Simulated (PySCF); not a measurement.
**Relaxation of quartet Pb₃S⁺**

Computed with PySCF, UPBE0, basis S def2-SVP, Pb def2-SVP with ECP60 (scalar-relativistic core potentials, no spin–orbit coupling, density fitting). A (50,194) grid was used.

A hand-made T-shaped start, of C2v symmetry, held to at least that symmetry:

```xyz
4
charge 1 multiplicity 4, angstrom
S     0.0000    0.0000   -0.8211
Pb    0.0000    0.0000    1.5995
Pb    2.4191    0.0000   -0.7366
Pb   -2.4191    0.0000   -0.7366
```

Optimiser trace:
```json
{"step": "0", "E − E(last) (kJ/mol)": "91.59", "largest gradient (Eh/bohr)": "0.07897"}
{"step": "1", "E − E(last) (kJ/mol)": "26.69", "largest gradient (Eh/bohr)": "0.03416"}
{"step": "2", "E − E(last) (kJ/mol)": "9.78", "largest gradient (Eh/bohr)": "0.01400"}
{"step": "3", "E − E(last) (kJ/mol)": "5.84", "largest gradient (Eh/bohr)": "0.00502"}
{"step": "4", "E − E(last) (kJ/mol)": "4.05", "largest gradient (Eh/bohr)": "0.00596"}
{"step": "5", "E − E(last) (kJ/mol)": "2.07", "largest gradient (Eh/bohr)": "0.00539"}
{"step": "6", "E − E(last) (kJ/mol)": "0.81", "largest gradient (Eh/bohr)": "0.00460"}
{"step": "7", "E − E(last) (kJ/mol)": "0.39", "largest gradient (Eh/bohr)": "0.00289"}
{"step": "8", "E − E(last) (kJ/mol)": "0.20", "largest gradient (Eh/bohr)": "0.00146"}
{"step": "9", "E − E(last) (kJ/mol)": "0.05", "largest gradient (Eh/bohr)": "0.00110"}
{"step": "10", "E − E(last) (kJ/mol)": "0.01", "largest gradient (Eh/bohr)": "0.00040"}
{"step": "11", "E − E(last) (kJ/mol)": "0.00", "largest gradient (Eh/bohr)": "0.00003"}
```

It ends at C2v with Pb–Pb 3.249 Å (×2), S–Pb 2.578 Å (×2), S–Pb 2.846 Å; Pb–Pb–Pb 99.0°, Pb–Pb–S 49.5° (×2), Pb–Pb–S 57.1° (×2), Pb–S–Pb 73.4° (×2), Pb–S–Pb 146.8° (after a last refinement on a finer grid). A frequency run shows 1 imaginary mode, down to 103i cm⁻¹, so it is a saddle point. Other isomers or separated fragments may lie lower.

No spin–orbit coupling is included, which matters more the heavier the element.

The relaxation took roughly 3 core-minutes on a shared host.
